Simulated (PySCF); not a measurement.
Positional isomers: silole methyl+methyl+methyl+methyl. All species are isolated molecules in the gas phase. Strings in code marks are SMILES.

Computed with PySCF with PBE-D3(BJ)/def2-TZVP // B3LYP-D3(BJ)/def2-SVP. All candidates: neutral, multiplicity 1. Excitations are Tamm–Dancoff values on a coarser integration grid. The basis has no diffuse functions, so Rydberg states are missing or too high.

| Quantity | Result |
|---|---|
| brightest of the four lowest singlets (TDA) | 4.09 eV |
| S1 excitation (TDA) | 4.09 eV |
| LUMO | -1.83 eV |

Task: Name which member has these values.
A) `CC1=C(C)C(C)=C(C)[SiH2]1`
B) `CC1=C[Si](C)(C)C=C1C`
C) `CC1=C[Si](C)(C)C(C)=C1`

Result: A, `CC1=C(C)C(C)=C(C)[SiH2]1`. The others give `CC1=C[Si](C)(C)C=C1C`: 5.24 eV, 4.34 eV, -1.92 eV; `CC1=C[Si](C)(C)C(C)=C1`: 4.32 eV, 4.32 eV, -1.86 eV
